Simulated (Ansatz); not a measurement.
Ansatz results at the PBE0-D4/def2-TZVP geometry: LUMO energy (B3LYP/def2-TZVPP) 0.00 eV; size of the dipole moment (ωB97M-V/def2-TZVPP) 1.54 D; size of the dipole moment (B3LYP/def2-TZVPP) 1.52 D.

Each molecule was computed in one conformer, which needn't be the lowest.

(1) Which molecule gave them?
A. `S[SiH2][SeH]`
B. `NC[SiH2]P`
C. `O=C[Te][SiH2][AlH2]`
D. `C[B]1[O][AlH]1`

Answers

(1) B. The others give `O=C[Te][SiH2][AlH2]`: -1.88, 2.17, 2.08; `C[B]1[O][AlH]1`: -1.60, 1.28, 1.20; `S[SiH2][SeH]`: -0.55, 1.19, 1.17.

B3LYP here is the variant with VWN-RPA as its local correlation; programs differ in this.
